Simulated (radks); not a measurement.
Values are calculated unless marked as measured or tabulated.
Coulomb parameter of the 4f shell of the praseodymium ion Pr+ in the model configuration [Xe] 4f3 6s1, as a second difference U = [E(n + 0.25) + E(n - 0.25) - 2 E(n)] / (0.25)^2 with all orbitals relaxed. "Bare": the charge of the atom changes with n. "Screened": the 6s shell takes up the change at fixed total charge, which measures U(4f,4f) + U(6s,6s) - 2 U(4f,6s). Level of theory: scalar-relativistic Kohn-Sham, PBE, spin-unpolarised, spherical densities, point nucleus (a radial shooting solver on a logarithmic mesh with Libxc functionals).

case                 configuration  E - E(n) (eV)
start                 [Xe] 4f3 6s1          0.000
bare +0.25         [Xe] 4f3.25 6s1         -1.386
bare -0.25         [Xe] 4f2.75 6s1          2.173
screened +0.25  [Xe] 4f3.25 6s0.75          0.399
screened -0.25  [Xe] 4f2.75 6s1.25         -0.096

U(bare) = 12.585 eV, U(screened by 6s) = 4.847 eV, against the Slater integral F0(4f,4f) = 22.181 eV with frozen orbitals.
